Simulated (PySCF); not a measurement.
C5H6BCl2F.
SMILES with atom numbers: `[F:1][C@@H:2]1[C@@H:3]([B:4]([Cl:5])[Cl:6])[C:7]12[CH2:8][CH2:9]2` (hydrogens: H10 on C2; H11 on C3; H12, H13 on C8; H14, H15 on C9)

Structure used (PBE0-D3(BJ)/def2-SVP), in Å, numbered top down from 1:
```
atom  x, y, z in Å
F1    -1.265   -1.489    1.613
C2    -0.268   -1.170    0.758
C3     0.478    0.143    1.033
B4     1.999    0.221    0.830
Cl5    2.778   -0.694   -0.453
Cl6    3.003    1.222    1.860
C7    -0.448   -0.052   -0.143
C8    -0.434    0.208   -1.597
C9    -1.582    0.685   -0.731
H10    0.315   -2.047    0.454
H11    0.043    0.709    1.864
H12    0.265    0.958   -1.975
H13   -0.606   -0.636   -2.270
H14   -2.542    0.166   -0.802
H15   -1.656    1.758   -0.530
```

All values: CAM-B3LYP/def2-SVPD (PySCF, non-relativistic), on one gas-phase PBE0-D3(BJ)/def2-SVP geometry that isn't relaxed in the solvent. The solvent is an IEF-PCM continuum (van der Waals radii × 1.2), and excitations are vertical TDDFT with non-equilibrium linear response and a frozen core. Only the electrostatic response of the medium enters.

| run | E − E(gas) (kcal/mol) | HOMO (eV) | HOMO–LUMO gap (eV) | dipole (D) | lowest singlet (eV) | static polarisability (au) |
| --- | --- | --- | --- | --- | --- | --- |
| gas | 0.00 | -9.65 | 9.31 | 1.71 | 5.96 | 95.9 |
| P | -2.52 | -9.49 | 9.25 | 2.01 | 5.95 | 118.1 |
| Q | -3.49 | -9.45 | 9.24 | 2.12 | 5.95 | 129.3 |

Problem. The runs were made in chloroform and dimethylsulfoxide. Which run belongs to which solvent?

Solution. P = chloroform, Q = dimethylsulfoxide. The dielectric constants are 4.711 (chloroform), 46.83 (dimethylsulfoxide), and the energy falls further as ε rises. The optical constants n² used for the excitations are 2.09, 2.19 in the same order. In this model the ground state sees the solvent through ε alone.

Problem. How constant is the ratio of the lowering to (ε − 1)/(2ε + 1)?

Solution. 
```json
{"solvent": "chloroform", "(ε − 1)/(2ε + 1)": "0.356", "E − E(gas) (kcal/mol)": "-2.52", "ratio (kcal/mol)": "-7.1", "polarisation term (kcal/mol)": "-2.73"}
{"solvent": "dimethylsulfoxide", "(ε − 1)/(2ε + 1)": "0.484", "E − E(gas) (kcal/mol)": "-3.49", "ratio (kcal/mol)": "-7.2", "polarisation term (kcal/mol)": "-3.90"}
```

The ratio changes by +1.7 % in size from chloroform to dimethylsulfoxide. The polarisation term is half the interaction of the solute with the induced surface charges.
